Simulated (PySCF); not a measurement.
boron atom (B), doublet. Base run: CCSD(T)/pcseg-1 in PySCF.

The PySCF input:
```python
from pyscf import gto, scf, cc

mol = gto.Mole()
mol.atom = '''
    B     0.00000000    0.00000000    0.00000000
'''
mol.basis = 'pcseg-1'
mol.spin = 1
mol.verbose = 4
mol.build()

mf = scf.UHF(mol)
mf.kernel()

mycc = cc.CCSD(mf)
mycc.kernel()
et = mycc.ccsd_t()
print('E(CCSD(T)) = %.10f' % (mycc.e_tot + et))
```

The base run was repeated with changes; each row names its change, and settings that it needs were set with it.

| change | ΔE vs base (kcal/mol) | MP2 correlation (Eh) | CC correlation without the perturbative part (Eh) | basis functions |
|---|---|---|---|---|
| base | 0.000 | -0.03556 | -0.05454 | 14 |
| cc.direct = True | 0.000 | -0.03556 | -0.05454 | 14 |
| cc.level_shift = 0.2 | 0.000 | -0.03556 | -0.05454 | 14 |
| method = mp2 | ___ | -0.03556 | - | 14 |
| cc.diis_space = 3 | 0.000 | -0.03556 | -0.05454 | 14 |
| method = ccsd | 0.484 | -0.03556 | -0.05454 | 14 |
| cc.diis_space = 10 | 0.000 | -0.03556 | -0.05454 | 14 |
| cc.conv_tol = 1e-5 | 0.000 | -0.03556 | -0.05454 | 14 |
| cc.conv_tol = 1e-9 | 0.000 | -0.03556 | -0.05454 | 14 |
| density fitting = JK and correlation | -0.088 | -0.03556 | -0.05466 | 14 |

**Question.** Complete the blanks.

**Answer.** 
- method = mp2, ΔE vs base (kcal/mol): 12.39

Open shells are given as the SCF converged; they aren't shown to be the lowest states, and a large step between rows can be another state.
